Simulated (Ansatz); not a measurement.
`C[SiH](O)Cl` and `O[SiH2][SiH](O)Cl` differ in one atom or group.

Ansatz, PBE0-D4/def2-TZVP geometries, multiplicity 1. Each molecule was computed in one conformer, which needn't be the lowest.

| property | `C[SiH](O)Cl` |
| --- | --- |
| HOMO–LUMO gap (B3LYP/def2-TZVPP) / eV | 8.66 |
| LUMO energy (PBE0/def2-TZVPP) / eV | 0.61 |
| HOMO–LUMO gap (PBE/def2-TZVPP) / eV | 6.95 |
| HOMO energy (PBE0/def2-TZVPP) / eV | -8.62 |
| HOMO energy (B3LYP/def2-TZVPP) / eV | -8.39 |
| size of the dipole moment (B3LYP/def2-TZVPP) / D | 1.96 |

(1) Give the same properties after the change, and the shifts. (Estimate.)

## Answers

(1) Ansatz gave: 
```json
{"property": "HOMO–LUMO gap (B3LYP/def2-TZVPP) / eV", "`O[SiH2][SiH](O)Cl`": "6.65", "shift": "-2.01"}
{"property": "LUMO energy (PBE0/def2-TZVPP) / eV", "`O[SiH2][SiH](O)Cl`": "-0.86", "shift": "-1.47"}
{"property": "HOMO–LUMO gap (PBE/def2-TZVPP) / eV", "`O[SiH2][SiH](O)Cl`": "4.94", "shift": "-2.01"}
{"property": "HOMO energy (PBE0/def2-TZVPP) / eV", "`O[SiH2][SiH](O)Cl`": "-7.90", "shift": "0.72"}
{"property": "HOMO energy (B3LYP/def2-TZVPP) / eV", "`O[SiH2][SiH](O)Cl`": "-7.71", "shift": "0.68"}
{"property": "size of the dipole moment (B3LYP/def2-TZVPP) / D", "`O[SiH2][SiH](O)Cl`": "2.29", "shift": "0.33"}
```

With PBE0 the HOMO rises by 0.72 eV and the LUMO falls by 1.47 eV, so the gap narrows by about 2.19 eV. PBE moves the HOMO by 0.58 eV and ωB97M-V by 0.89 eV. Dipoles are sizes alone; their direction can turn.

B3LYP here is the variant with VWN-RPA as its local correlation; programs differ in this.
